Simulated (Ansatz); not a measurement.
The first iterations of a band of C$_{4}$H$_{13}$NSi (19 atoms, charge 0, multiplicity 1).

Theory: RHF/cc-pVDZ (Ansatz).

```
movable images  : 7
climbing image  : yes
spring          : 5.0 eV/Å²
optimiser       : quadratic models (default)
start path      : straight line
force threshold : 0.05 eV/Å
iteration limit : 60
end points      : relaxed
```

Initial state:

```xyz
19
Properties=species:S:1:pos:R:3
Si 0.071 -0.111 0.302
H -0.080 -0.259 1.778
C 1.903 0.041 -0.138
H 2.443 -0.878 0.104
H 2.057 0.260 -1.199
H 2.351 0.860 0.433
C -0.829 1.471 -0.226
H -1.890 1.427 0.037
H -0.398 2.349 0.266
H -0.757 1.626 -1.308
N -0.600 -1.572 -0.395
C -1.785 -2.183 0.168
H -1.884 -1.930 1.225
H -2.708 -1.869 -0.341
H -1.727 -3.275 0.096
C -0.390 -1.927 -1.781
H -1.213 -1.598 -2.433
H 0.532 -1.485 -2.164
H -0.299 -3.013 -1.892
```

Final state:

```xyz
19
Properties=species:S:1:pos:R:3
Si -1.425 0.620 0.462
H 2.728 -0.483 1.518
C 2.748 -1.135 0.643
H 1.725 -1.366 0.340
H 3.267 -0.632 -0.174
H 3.272 -2.059 0.890
C -0.706 1.810 -0.873
H -1.377 1.921 -1.733
H -0.566 2.800 -0.431
H 0.266 1.472 -1.248
N -1.566 -0.880 -0.397
C -2.094 -2.041 0.302
H -2.323 -1.791 1.338
H -3.012 -2.404 -0.173
H -1.371 -2.864 0.302
C -1.253 -1.189 -1.780
H -2.148 -1.525 -2.316
H -0.855 -0.323 -2.300
H -0.512 -1.993 -1.842
```

| iteration | highest image above the first end (eV) | largest band force component (eV/Å) |
| --- | --- | --- |
| 1 | 20.272 | 36.959 |
| 2 | 6.400 | 8.732 |
| 3 | 4.762 | 5.251 |
| 4 | 4.215 | 3.460 |
| 5 | 3.406 | 1.726 |
| 6 | 2.411 | 1.461 |
| 7 | 2.172 | 0.759 |

Problem. Does the band converge within its limit, and where does its top end?

Solution. It converged. It ended after 21 iterations with the highest image 4.026 eV above the first end. Neighbouring images differ by up to 3.8 eV, so the band resolves the path poorly. Another band between the same ends (7 images) ends at a top of the same energy, where a vibrational analysis finds 1 clearly imaginary mode. The orbitals stay closed-shell, which can raise the energy where a bond breaks towards radicals; this wasn't checked here.

Run time: 4.3 min on 4 threads of Arm Neoverse V2, on a shared host, peak memory 0.44 GiB.
